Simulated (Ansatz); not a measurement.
System: sum formula GaBrCl2, net charge 0, singlet state. 
Structure (B3LYP-D3(BJ)/def2-TZVP (Ansatz, an electronic-structure program) minimum search):
```xyz
4

Cl    -1.1094     2.1013     0.0083
Ga    -0.4196     0.0856     0.0056
Cl    -1.8435    -1.4990     0.0313
Br     1.8059    -0.3683    -0.0242
```
Charge 0, spin multiplicity 1.

Basis-set convergence of Hartree-Fock and CCSD(T) correlation energies (hartree) with Ansatz. Valence correlation only, unless marked. No spin-orbit coupling. The frozen core is the preceding noble-gas configuration, with the filled d and f shells of earlier blocks. No relativistic terms.

```tsv
basis	functions	E(HF)	E(corr, CCSD(T))
def2-SVP	100	-5413.99796	-0.48361
def2-TZVPP	180	-5414.87792	-0.67206
def2-QZVPP	318	-5414.99199	-0.73557
```

Extrapolating the two largest sets (X = 3 and 4) as X^-3: E(corr) = (64·(-0.73557) - 27·(-0.67206))/37 = -0.7819 Eh, an estimate of the basis-set limit. The largest set recovers 94.1 % of it, the smallest 61.8 %.
